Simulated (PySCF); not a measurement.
CHNO, SMILES O=C=N. Atoms are numbered in the order given.

```xyz
4

N     -0.1225    -1.1550     0.0000
C      0.0194     0.0448     0.0000
O      0.0148     1.2056     0.0000
H      0.6225    -1.8285     0.0000
```
Charge 0, spin multiplicity 1.

Coordinates come from a PBE0-D3(BJ)/def2-TZVP optimisation.

Computed with HF/pcSseg-2 in PySCF.

GIAO shieldings, no solvent; atoms alike by connectivity are averaged. δ = σ(ref) − σ: ¹⁵N against NH3 (σ = 262.2 ppm); ¹³C against TMS (σ = 193.3 ppm); ¹⁷O against H2O (σ = 326.0 ppm); ¹H against TMS (σ = 31.98 ppm), references at their B3LYP-D3(BJ)/def2-TZVP geometries, non-relativistic.

```tsv
atoms	nucleus	count	δ (ppm)
N1	¹⁵N	1	24.3
C2	¹³C	1	149.8
O3	¹⁷O	1	…
H4	¹H	1	…
```

### Question
Complete the blanks. (The exact figures need the calculation; the answer reports its results.)

### Answer

- H4, δ (ppm): 3.68
- O3, δ (ppm): 140.8
